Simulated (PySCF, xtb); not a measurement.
C₂H₇ClOSi, SMILES C[C@@H](O)[SiH2]Cl. One conformer was computed; it need not be the lowest.

Harmonic wavenumbers (cm⁻¹) from xtb with GFN2-xTB at its own minimum, in rising order: 46, 109, 213, 242, 284, 332, 416, 500, 533, 587, 675, 709, 775, 938, 1001, 1070, 1094, 1189, 1269, 1340, 1406, 1491, 1501, 2237, 2283, 2929, 3012, 3024, 3047, 3546.

**Question.** What does r2SCAN-D4/def2-SVP (PySCF) give at its own minimum? (The exact figures need the calculation; the answer reports its results.)

**Answer.** 65, 114, 223, 255, 284, 336, 420, 539, 574, 667, 736, 851, 906, 943, 987, 1080, 1092, 1223, 1282, 1370, 1397, 1455, 1470, 2212, 2224, 3016, 3050, 3108, 3130, 3793. Paired by order, the mean absolute difference is 45 cm⁻¹ and the zero-point energies are 54.0 and 55.5 kcal/mol.
